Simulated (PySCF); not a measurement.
Species: C4H11FOSi2.
SMILES: `F[Si]1(O[SiH3])CCCC1`

Level of theory: PySCF, TDDFT CAM-B3LYP/def2-SVPD, vertical, gas phase, core orbitals frozen in the response. Isolated species at its PBE0-D3(BJ)/def2-SVP geometry (one conformer only).

Computed states:

```json
{"state": "S1", "E (eV)": "7.28", "f": "0.0048"}
{"state": "S2", "E (eV)": "7.75", "f": "0.0094"}
{"state": "S3", "E (eV)": "7.83", "f": "0.0074"}
{"state": "S4", "E (eV)": "7.87", "f": "0.0021"}
{"state": "S5", "E (eV)": "8.17", "f": "0.0017"}
{"state": "S6", "E (eV)": "8.50", "f": "0.028"}
```

Each state is given a Gaussian of 0.3 eV full width at half maximum, with ε(max) = 2.175×10⁸ f / Δν̃ (Δν̃ the width in cm⁻¹). The cross-section is σ = 3.8235×10⁻²¹ ε cm², given in Mb (10⁻¹⁸ cm²). The width is an assumption, not a result. The curve ends short of the highest state used, and states not computed would add to its high-energy end.

(1) What does the envelope look like, and where are its maxima?

(2) Coming from long wavelengths, where does ε first pass 100 L mol⁻¹ cm⁻¹?

Answers

(1) 
| λ (nm) | σ (Mb) |
| --- | --- |
| 157.0 | 4.69 |
| 157.7 | 5.45 |
| 158.4 | 5.96 |
| 159.1 | 6.10 |
| 159.8 | 5.87 |
| 160.5 | 5.32 |
| 161.2 | 4.53 |
| 161.9 | 3.65 |
| 162.6 | 2.79 |
| 163.3 | 2.04 |
| 164.0 | 1.46 |
| 164.7 | 1.08 |
| 165.4 | 0.89 |
| 166.1 | 0.85 |
| 166.9 | 0.96 |
| 167.6 | 1.13 |
| 168.3 | 1.32 |
| 169.0 | 1.50 |
| 169.7 | 1.62 |
| 170.4 | 1.66 |
| 171.1 | 1.61 |
| 171.8 | 1.48 |
| 172.5 | 1.29 |
| 173.2 | 1.07 |
| 173.9 | 0.85 |
| 174.6 | 0.64 |
| 175.3 | 0.46 |
| 176.0 | 0.31 |
| 176.7 | 0.21 |
| 177.4 | 0.13 |
| 178.1 | 0.08 |
| 178.8 | 0.04 |
| 179.5 | 0.02 |
| 180.2 | 0.01 |
| 180.9 | 0.01 |
| 181.6 | 0.00 |

Maxima: 170 nm (7.28 eV), ε about 430, made up of S1 (100%); 159 nm (7.80 eV), ε about 1600, made up of S2 (50%) and S3 (40%) (ε in L mol⁻¹ cm⁻¹; maxima over ε = 5, shares over 10%).

(2) At about 176 nm (7.06 eV), 0.22 eV below S1.
